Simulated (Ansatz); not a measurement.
Isolated molecules relaxed with PBE0-D4/def2-TZVP in Ansatz; ΔE leaves out vibrations. CCSD(T)/CBS adds triple-zeta CCSD(T) − MP2 to the extrapolated MP2 energy (def2 sets, frozen cores). This one scheme is used for every species. DFT in def2-TZVPP. B3LYP here is the variant with VWN-RPA as its local correlation; programs differ in this. For Mg outer-core shells are correlated without core-valence functions, which leaves a few kJ/mol of doubt a bond. Each species was taken in one conformer, which may not be the lowest.

`CC[Si]SC` + `[CH3][Mg][Cl]` → `C[Si]SC` + `C[CH2][Mg][Cl]`  (redistribution)

(1) Is it downhill or uphill in electronic energy at CCSD(T)/CBS, and by how much? (An estimate is asked.)

(2) What do these levels give: ωB97M-V, B2PLYP, PBE0, B3LYP, HF/def2-TZVPP, MP2/def2-TZVPP, SCS-MP2/def2-TZVPP, CCSD/def2-TZVPP, CCSD(T)/def2-TZVPP, HF/CBS(def2), MP2/CBS(def2), CCSD/CBS(def2)? (Estimate.)

Largest T1 diagnostic among the species: 0.014.

## Answers

(1) Computed: Nearly level: ΔE = +0.2 kJ/mol.

(2) Ansatz gave: ωB97M-V -0.3, B2PLYP -3.5, PBE0 -5.6, B3LYP -6.5, HF/def2-TZVPP -6.8, MP2/def2-TZVPP 0.5, SCS-MP2/def2-TZVPP -1.0, CCSD/def2-TZVPP -0.8, CCSD(T)/def2-TZVPP 0.4, HF/CBS(def2) -7.0, MP2/CBS(def2) 0.3, CCSD/CBS(def2) -1.0 kJ/mol.

In def2-TZVPP, CCSD(T) changes the Hartree–Fock value by +7.2 kJ/mol (the triples alone add +1.2 kJ/mol) and MP2 by +7.3 kJ/mol. The D4 term adds +7.3 kJ/mol with B3LYP and +4.3 kJ/mol with PBE0; it sums over pairs of atoms, weighted by their polarisabilities, and B3LYP, whose exchange is more repulsive, gets the larger term.
